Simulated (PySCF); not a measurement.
Structure problem from calculated spectra and properties.

Formula: C5H14OSi.

* Dipole: 1.03 D [PBE0/pcSseg-1]
* 1H NMR: chemical shifts (computed TMS as zero) by class: 3.83 (2 H), 1.29 (3 H), 0.04 (9 H) ppm [GIAO PBE0/pcSseg-1]
* NMR, other nuclei: isotropic shieldings of nuclei other than C and H, by class: 281 (1 O), 338 (1 Si) ppm [GIAO PBE0/pcSseg-1]
* 13C NMR: chemical shifts (computed TMS as zero) by class: 61.3 (1 C), 20.8 (1 C), -0.2 (3 C) ppm [GIAO PBE0/pcSseg-1]
* Rotational structure: rotational constants A, B, C: 2.814, 1.212, 1.180 GHz [GFN2-xTB]

Electronic properties: PySCF, gas phase, density fitting. Levels stand in brackets. One conformer (not necessarily the lowest) at the GFN2-xTB geometry, without solvent, vibrations or thermal averaging. NMR classes are plain means over equivalent atoms (diastereotopic ones count apart unless rotation or inversion swaps them), as if these changed places fast.

Question: Give a SMILES that accounts for the data.

Answer: Numbering: `[CH3:1][CH2:2][O:3][Si:4]([CH3:5])([CH3:6])[CH3:7]`. Its formula, C5H14OSi, gives 0 degrees of unsaturation, so no ring and no π bond. 5 carbons fall into 3 classes; from least to most shielded: sp3 carbon bound to oxygen [C2] (61.3 ppm), methyl carbon [C1] (20.8 ppm), Si-methyl carbon [C5/C6/C7] (-0.2 ppm, 3 C, up to 2.0 ppm apart in this geometry). Hydrogen classes from least to most shielded: 2 H on an sp3 carbon bound to oxygen, C2 (3.83 ppm), 3 H on a methyl carbon, C1 (1.29 ppm, a mean of values up to 0.5 ppm apart in this geometry), 9 H on 3 Si-methyl carbons, C5/C6/C7 (0.04 ppm, a mean of values up to 0.7 ppm apart in this geometry). The other shieldings belong to: 281 ppm, silyl ether oxygen [O3]; 338 ppm, oxygen-bound silicon [Si4]. The optimised geometry has point group Cs and is an asymmetric top. Structure: trimethylethoxysilane (`CCO[Si](C)(C)C`). Computed isomers that give other values at the same levels: `CCOCCC[SiH3]` (13C chemical shifts (computed TMS as zero) by class: 73.8 (1 C), 71.2 (1 C), 31.6 (1 C), 18.0 (1 C), 6.2 (1 C) ppm); `C[SiH2]OC(C)(C)C` (13C chemical shifts (computed TMS as zero) by class: 72.7 (1 C), 32.8 (3 C), -2.1 (1 C) ppm). The assignments are read from this structure; whether some other isomer fits the data as well wasn't checked.

Conformer computed: `[CH3:1][CH2:2][O:3][Si:4]([CH3:5])([CH3:6])[CH3:7]`: C1–C2–O3–Si4 180°, C2–O3–Si4–C5 -61°.
